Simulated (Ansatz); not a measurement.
Input file for Ansatz (a program for electronic structure): R-PBE/def2-TZVPP on hydrogen telluride (SMILES [TeH2]), atoms moved off the minimum. Elements past Kr take the def2 small-core potentials; no spin–orbit coupling.

Ansatz 0.2 input:
```yaml
crystal:
  periodic: [false, false, false]
  atoms:
    - {symbol: Te, position_ang: [0.05715146, 0.04213991, -0.00005586]}
    - {symbol: H, position_ang: [-1.19916612, -1.17416376, -0.07990941]}
    - {symbol: H, position_ang: [1.20903750, -1.12676194, 0.02796134]}
basis:
  gaussian:
    orbitals: def2-TZVPP
hamiltonian:
  xc: {name: PBE}
scf: {lower_state_search: off}
output: {forces: true}
```

The head of its log:

```
WARN ansatz: RAYON_NUM_THREADS=1 ignored (pool sized by the plan → 1); use --threads N
Functional definition: PBE
these checks for a lower state are left out or cut short: stability, starts, cluster_reference, orbital_swaps, neighbouring_geometries, increment
integrals: 0.01 GiB planned
504 factors; their error is unknown
mean field: 0.14 GiB planned
mean field evaluation 1: about -7324.9696 eV, gradient 1.0e1 eV
mean field evaluation 2: about -7324.9176 eV, gradient 1.4e1 eV
```

Problem. What total energy does the run end on?

Solution. -269.1971 hartree.
